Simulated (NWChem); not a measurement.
System: SiNH3O, singlet; SMILES N[Si]O

```xyz
6

Si    -0.6530     0.0520     0.0000
O      0.4150     1.3419     0.0000
H      1.3679     1.1961     0.0000
N      0.4225    -1.3015     0.0000
H      1.4399    -1.3000     0.0000
H      0.0568    -2.2487     0.0000
```
Atoms are numbered in this order, from 1.

Low-valent species are run as closed-shell singlets; no triplet was tried in these runs. Geometry: optimised at PBE0/def2-SVP.

Symmetry labels are those of Cs in the frame above (b1 and b2, or b-type labels, depend on it).

Problem. List the 6 lowest vertical singlet excitations from PBE/def2-SVP, full TDDFT (NWChem).

Solution. 
| state | energy (eV) | oscillator strength | symmetry | leading excitation (squared amplitude) |
|---|---|---|---|---|
| S1 | 5.41 | 0.123 | a" | HOMO → LUMO (0.99) |
| S2 | 6.06 | 0.006 | a' | HOMO−1 → LUMO (0.66) |
| S3 | 6.27 | 0.104 | a' | HOMO → LUMO+1 (0.77) |
| S4 | 6.69 | 0.001 | a" | HOMO−2 → LUMO (0.98) |
| S5 | 6.89 | 0.001 | a" | HOMO−1 → LUMO+1 (0.95) |
| S6 | 6.93 | 0.310 | a' | HOMO → LUMO+2 (0.56) |
